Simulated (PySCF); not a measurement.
**Radial density of Mn²⁺ (manganese, charge +2)**

UHF, [Ar] 3d5, high-spin 6S determinant. Computed with PySCF 2.14 in ANO-RCC-VTZP, with the spin-free X2C one-electron Hamiltonian (Gaussian nucleus).

| r (bohr) | 4πr²ρ (e/bohr) | 4πr²(ρα − ρβ) |
| --- | --- | --- |
| 0.00108 | 0.2153 | 0.0000 |
| 0.00182 | 0.5449 | 0.0000 |
| 0.00306 | 1.350 | 0.0000 |
| 0.00515 | 3.227 | -0.0001 |
| 0.00867 | 7.255 | -0.0002 |
| 0.0146 | 14.63 | -0.0004 |
| 0.0245 | 24.45 | -0.0006 |
| 0.0413 | 30.09 | -0.0010 |
| 0.0694 | 25.40 | 0.0002 |
| 0.117 | 24.81 | 0.0272 |
| 0.196 | 33.23 | 0.2719 |
| 0.330 | 18.72 | 1.4087 |
| 0.555 | 12.69 | 3.6822 |
| 0.934 | 12.95 | 4.0895 |
| 1.57 | 3.135 | 1.6863 |
| 2.64 | 0.2387 | 0.2126 |
| 4.45 | 0.003067 | 0.0031 |
| 7.48 | 0.0001087 | 0.0001 |

Densities and radii are taken from the X2C orbitals without a picture-change correction, which distorts them close to the nucleus.
